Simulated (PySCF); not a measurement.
## TDDFT excited states: F2H7NSi3

Compound: F₂H₇NSi₃.
Structure used (GFN2-xTB), in Å, numbered top down from 1:
```xyz
13
F2H7NSi3 angstrom
N     -2.725   -0.769    0.224
Si    -1.351    0.233    0.077
F     -1.541    1.294    1.268
F     -1.483    1.265   -1.163
Si     0.718   -0.736    0.037
Si     2.496    0.740   -0.164
H     -3.618   -0.380    0.486
H     -2.835   -1.603   -0.323
H      0.717   -1.721   -1.063
H      0.852   -1.577    1.240
H      2.545    1.699    0.943
H      2.432    1.514   -1.407
H      3.787    0.043   -0.173
```

Level of theory: PySCF 2.14.0, density-fitted response routines, TDDFT wB97X-D/def2-SVPD, vertical, gas phase, core orbitals frozen in the response.

Task: What does the calculation give for the low-lying excited states?

Result: 

```json
{"state": "S1", "E (eV)": "6.79", "ν̃ (cm⁻¹)": "54780", "f": "0.035", "main configurations (H = HOMO, L = LUMO)": "H→L (84%)"}
{"state": "S2", "E (eV)": "7.15", "ν̃ (cm⁻¹)": "57680", "f": "0.016", "main configurations (H = HOMO, L = LUMO)": "H-1→L (35%), H→L+1 (28%), H-1→L+1 (28%)"}
{"state": "S3", "E (eV)": "7.44", "ν̃ (cm⁻¹)": "60050", "f": "0.285", "main configurations (H = HOMO, L = LUMO)": "H-1→L (40%), H→L+1 (24%), H-1→L+1 (11%)"}
{"state": "S4", "E (eV)": "7.61", "ν̃ (cm⁻¹)": "61420", "f": "0.028", "main configurations (H = HOMO, L = LUMO)": "H-1→L+1 (32%), H→L+2 (18%), H→L+1 (16%)"}
{"state": "S5", "E (eV)": "7.70", "ν̃ (cm⁻¹)": "62140", "f": "0.015", "main configurations (H = HOMO, L = LUMO)": "H-2→L (85%)"}
{"state": "S6", "E (eV)": "7.86", "ν̃ (cm⁻¹)": "63420", "f": "0.014", "main configurations (H = HOMO, L = LUMO)": "H→L+2 (40%), H-1→L+1 (10%), H→L+1 (9%)"}
{"state": "S7", "E (eV)": "8.01", "ν̃ (cm⁻¹)": "64630", "f": "0.054", "main configurations (H = HOMO, L = LUMO)": "H-2→L+1 (39%), H-3→L (20%)"}
{"state": "S8", "E (eV)": "8.03", "ν̃ (cm⁻¹)": "64770", "f": "0.066", "main configurations (H = HOMO, L = LUMO)": "H-2→L+1 (26%), H-1→L+4 (18%), H-1→L+2 (12%)"}
```

Triplets (Tamm–Dancoff): T1 6.15 eV, H→L (45%), H-1→L (40%); T2 6.60 eV, H-1→L+1 (42%), H→L+1 (31%); T3 6.64 eV, H-1→L (36%), H→L (35%).

The lowest singlet lies at 6.79 eV (183 nm, vacuum ultraviolet) and is of moderate strength; its leading configuration is HOMO→LUMO (84%). The strongest level in the table is S3 at 7.44 eV (167 nm, f = 0.285). Löwdin shares by element: HOMO nitrogen 59%, silicon 15% or more, hydrogen 6% or more (atoms not listed hold the other 20%); LUMO silicon 65%, hydrogen 8% or more (atoms not listed hold the other 27%). The listed states span 1.24 eV, and the widest gap between neighbours is 0.36 eV (S1 to S2). Orbital energies (eV): HOMO-3 -11.67, HOMO-2 -11.12, HOMO-1 -10.69, HOMO -10.21, LUMO 1.02, LUMO+1 1.43, LUMO+2 1.71. The oscillator strengths of these states sum to 0.513; summed over the whole spectrum of an exact calculation they would give the number of electrons, 74 (Thomas–Reiche–Kuhn). No computed singlet lies in the visible range (380 to 750 nm); the lowest, at 183 nm, stands 3.53 eV above its violet end (3.26 eV). The window holds the lowest 8 singlets.

One conformer stands for the species.
